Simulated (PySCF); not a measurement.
**Electron correlation in S⁺ (sulfur, charge +1)**

[Ne] 3s2 3p2 3d1, one real determinant (an excited configuration). Computed with PySCF 2.14 in aug-cc-pCVTZ-DK (8s7p5d3f, 75 functions), with the spin-free X2C one-electron Hamiltonian (Gaussian nucleus). Frozen: [Ne]; 5 electrons correlated.

| level | correlation energy (mhartree) |
| --- | --- |
| CCSD | -118.58 |
| (T) | -17.48 |
| CCSD(T) | -136.06 |

Diagnostics: T1 = 0.021, D1 = 0.0599, largest double amplitude 0.381.

The real determinant used has ⟨L²⟩ near 8 against 12 for a pure F term, so it mixes terms. The outer electron is Rydberg-like, and this basis confines it to a smaller radius and binds it less than a complete one would. A double-excitation amplitude exceeds 0.15, a sign of near-degeneracy.

Cost of the coupled-cluster step: about 15 core-seconds, for 5 correlated electrons.

The reference is one real determinant that mixes LS terms of this configuration.
